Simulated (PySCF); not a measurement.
**Polarisability and C₆ of Ca⁷⁺ (calcium, charge +7)**

[Ne] 3s2 3p1, 2P determinant. Calculation: PySCF 2.14, in an uncontracted even-tempered set (18 s from 0.19 bohr⁻², ratio 2.5; 12 p from 0.24 bohr⁻², ratio 2.5; 5 d from 1.9 bohr⁻², ratio 2.7; 5 f from 2.9 bohr⁻², ratio 2.7); no relativity, point nucleus. Coupled (time-dependent) response in atomic units; α is the mean over directions.

```csv
method,mean α (bohr³),"α xx, yy, zz",C₆ (like pair),S(−4)
UHF,1.217,"1.333, 0.9847, 1.333",1.256,1.246
PBE0,1.173,"1.290, 0.9387, 1.290",1.188,1.145
```

S(−4) is the Cauchy moment in α(ω) = α(0) + S(−4) ω² + …

α(iu) at UHF:

```json
{"u (hartree)": "0", "α(iu) (bohr³)": "1.217"}
{"u (hartree)": "0.100", "α(iu) (bohr³)": "1.205"}
{"u (hartree)": "0.200", "α(iu) (bohr³)": "1.170"}
{"u (hartree)": "0.400", "α(iu) (bohr³)": "1.052"}
{"u (hartree)": "0.600", "α(iu) (bohr³)": "0.9088"}
{"u (hartree)": "0.800", "α(iu) (bohr³)": "0.7710"}
{"u (hartree)": "1.00", "α(iu) (bohr³)": "0.6517"}
{"u (hartree)": "1.50", "α(iu) (bohr³)": "0.4394"}
{"u (hartree)": "2.00", "α(iu) (bohr³)": "0.3142"}
{"u (hartree)": "3.00", "α(iu) (bohr³)": "0.1876"}
{"u (hartree)": "5.00", "α(iu) (bohr³)": "0.09720"}
```

For an ion, C₆ is the dispersion term alone; charge-induced terms of lower order in 1/R come first.

The components differ because the open shell of this determinant is not spherical; for a pure term their mean is the scalar polarisability.
